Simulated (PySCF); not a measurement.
Assigning NMR signals

Geometry:
```
atom   x (Å)   y (Å)   z (Å)
  C1  -3.711   0.226  -0.543
  C2  -2.748  -0.042   0.598
  O3  -1.417   0.000   0.084
  C4  -0.436  -0.217   0.966
  O5  -0.632  -0.440   2.136
  C6   0.912  -0.154   0.345
  C7   2.023  -0.364   1.158
  C8   3.297  -0.315   0.627
  C9   3.439  -0.055  -0.725
 F10   4.677  -0.006  -1.252
 C11   2.351   0.157  -1.555
 C12   1.081   0.106  -1.013
 H13  -4.732   0.200  -0.172
 H14  -3.516   1.203  -0.976
 H15  -3.595  -0.528  -1.317
 H16  -2.844   0.710   1.389
 H17  -2.922  -1.027   1.045
 H18   1.866  -0.565   2.207
 H19   4.172  -0.475   1.237
 H20   2.510   0.356  -2.603
 H21   0.216   0.268  -1.635
```

[PySCF 2.14: PBE0/pcSseg-1 with gauge-including orbitals; structure optimised with GFN2-xTB; single conformer; non-relativistic Hamiltonian; averaged over atoms made equivalent by symmetry, fast rotation or ring inversion; no solvent]

Shifts are taken against calculated references (same method and geometry level): $^{13}$C (σref 186.93) and $^{1}$H (σref 31.72) against TMS.

(1) Assign these signals to the numbered atoms. $^{13}$C{$^{1}$H} NMR (computed): δ 176.3, 171.2, 139.2, 130.9, 120.9, 64.4, 16.0.

(2) Assign these signals to the numbered atoms. $^{1}$H NMR (500 MHz, computed): δ 8.58 (m, 2H), 7.40 (m, 2H), 4.45 (q, 2H), 1.53 (t, 3H).

Results:

(1) 
176.3 → C9, aromatic carbon bearing fluorine: σ withdrawal by the attached heteroatom moves it downfield of the ring CH carbons
171.2 → C4, ester carbonyl carbon: it is a carbonyl in resonance with an O or N lone pair, the region of acids, esters and amides
139.2 → C7/C12, aromatic CH: the aromatic region
130.9 → C6, substituted aromatic carbon
120.9 → C8/C11, aromatic CH
64.4 → C2, sp3 CH2 bonded to O: pulled downfield by the heteroatom
16.0 → C1, methyl carbon: a saturated carbon with 1 carbon neighbour and no heteroatom attached

(2) 
| δ (ppm) | atoms | environment | reason |
| --- | --- | --- | --- |
| 8.58 | H18/H21 | hydrogen on an aromatic CH | ring current plus the deshielding of an ortho carbonyl group |
| 7.40 | H19/H20 | hydrogen on an aromatic CH | – |
| 4.45 | H16/H17 | hydrogen on an sp3 CH2 bonded to O | its carbon carries O, which withdraws density |
| 1.53 | H13/H14/H15 | hydrogen on a methyl carbon | – |

Splittings by $^{19}$F in the carbon and heteronuclear signals aren't shown, as no couplings were computed. Shifts are as computed. Against solution values, carbons near 30 ppm lie about +3 ppm off and those near 130 ppm about +5 ppm. Of 1211 compounds with measured shifts, 218 miss one by over three times the rms of a fit or turn the order of signals round; such compounds aren't used in these exercises. No couplings were computed; multiplicities are counted from neighbouring protons, with m where these are inequivalent, close in shift, in a saturated or five-membered ring or joined by F or P, and br s for small geminal =CH2 splittings.
